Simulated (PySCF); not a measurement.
Magnetic susceptibility: `FB(F)[C@@H]1COC=C(F)C1`, C₅H₆BF₃O

Molfile (atoms numbered from 1):
```
C5H6BF3O
     RDKit          3D

 16 16  0  0  0  0  0  0  0  0999 V2000
   -3.1433   -0.5401   -0.2756 F   0  0  0  0  0  0  0  0  0  0  0  0
   -2.2232    0.3919   -0.1542 B   0  0  0  0  0  0  0  0  0  0  0  0
   -2.6944    1.5781    0.1572 F   0  0  0  0  0  0  0  0  0  0  0  0
   -0.6790    0.1158   -0.3879 C   0  0  2  0  0  0  0  0  0  0  0  0
   -0.2572   -1.3292   -0.0673 C   0  0  0  0  0  0  0  0  0  0  0  0
    1.0626   -1.6093   -0.4891 O   0  0  0  0  0  0  0  0  0  0  0  0
    1.9721   -0.6432   -0.1979 C   0  0  0  0  0  0  0  0  0  0  0  0
    1.6477    0.5673    0.2382 C   0  0  0  0  0  0  0  0  0  0  0  0
    2.6259    1.4630    0.5269 F   0  0  0  0  0  0  0  0  0  0  0  0
    0.2470    1.0684    0.3898 C   0  0  0  0  0  0  0  0  0  0  0  0
   -0.4742    0.2623   -1.4580 H   0  0  0  0  0  0  0  0  0  0  0  0
   -0.8906   -2.0510   -0.5861 H   0  0  0  0  0  0  0  0  0  0  0  0
   -0.3340   -1.4991    1.0149 H   0  0  0  0  0  0  0  0  0  0  0  0
    2.9897   -0.9619   -0.3589 H   0  0  0  0  0  0  0  0  0  0  0  0
    0.1797    2.0836   -0.0063 H   0  0  0  0  0  0  0  0  0  0  0  0
   -0.0364    1.1123    1.4454 H   0  0  0  0  0  0  0  0  0  0  0  0
  1  2  1  0
  2  3  1  0
  2  4  1  0
  4  5  1  0
  5  6  1  0
  6  7  1  0
  7  8  2  0
  8  9  1  0
  8 10  1  0
 10  4  1  0
  4 11  1  6
  5 12  1  0
  5 13  1  0
  7 14  1  0
 10 15  1  0
 10 16  1  0
M  END
```

The calculation used GIAO HF/pcSseg-1 magnetisability, rotational g tensor and spin-rotation constants, non-relativistic, gas phase (PySCF). Geometry: GFN2-xTB.

Q: What are the magnetisability and the molar susceptibility?

A: Isotropic -1312 × 10⁻³⁰ J/T², or -79.0 × 10⁻⁶ cm³/mol; principal values -1360, -1297, -1279 × 10⁻³⁰ J/T², anisotropy 74 × 10⁻³⁰ J/T² (root of half the summed squared differences of the principal values). The susceptibility is in cgs units.

Q: Split it along the inertial axes a, b, c into diamagnetic and paramagnetic parts about the centre of mass, with the quadrupole moment.

A: 
```csv
axis,χ (10⁻⁶ cm³/mol),diamagnetic (10⁻⁶ cm³/mol),paramagnetic (10⁻⁶ cm³/mol),summed x² of all electrons (Å²),quadrupole Θ (D Å)
a,-78.1,-579.0,500.9,316.2,-8.85
b,-77.2,-1419.9,1342.7,118.0,-1.75
c,-81.8,-1842.3,1760.5,18.5,+10.60
```
Anisotropies 2χaa − χbb − χcc = +2.8 and 2χbb − χaa − χcc = +5.6 × 10⁻⁶ cm³/mol. Θ is traceless in Buckingham's convention.

Q: And the rotational g tensor?

A: 
```csv
axis,rotational constant (GHz),g,nuclear part,electronic part
a,2.4043,-0.0273,0.5384,-0.5658
b,0.8025,-0.0111,0.4952,-0.5063
c,0.6148,-0.0092,0.4993,-0.5085
```
Asymmetric top; isotopes 11B, 12C, 19F, 1H, 16O; no vibrational averaging.
